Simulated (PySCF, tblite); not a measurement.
Isomers of [C5H8N3]- (charge -1), one GFN2-xTB conformer each. Single-point energies are computed at PBE0/pcSseg-1 (PySCF, gas phase, no added dispersion term), electronic only.

Task: Rank them by PBE0/pcSseg-1 energy, lowest first (kcal/mol).
A. `[CH3:1][CH2:2][c:3]1[n-:4][n:5][n:6][c:7]1[CH3:8]` (charge -1) with C1–C2–C3–N4 104°
B. `[CH3:1][CH:2]([CH3:3])[c:4]1[cH:5][n-:6][n:7][n:8]1` (charge -1) with C1–C2–C4–C5 60°

Result: A (0.0), B (2.2).

Neighbours under 5.0 kcal/mol apart (CCc1[n-]nnc1C and CC(C)c1c[n-]nn1) can change places with a better method, another conformer or zero-point energy. GFN2-xTB itself gives, in the same order: 0.0, 2.2. Both levels put the same isomer lowest.

Task: What happens when harmonic zero-point energies from GFN2-xTB frequencies are added?

Result: 
```json
{"SMILES": "CCc1[n-]nnc1C", "ZPE (kcal/mol)": "80.0", "electronic (kcal/mol)": "0.0", "with ZPE (kcal/mol)": "0.0"}
{"SMILES": "CC(C)c1c[n-]nn1", "ZPE (kcal/mol)": "80.2", "electronic (kcal/mol)": "2.2", "with ZPE (kcal/mol)": "2.5"}
```

The zero-point energies span 0.2 kcal/mol. The order is unchanged.
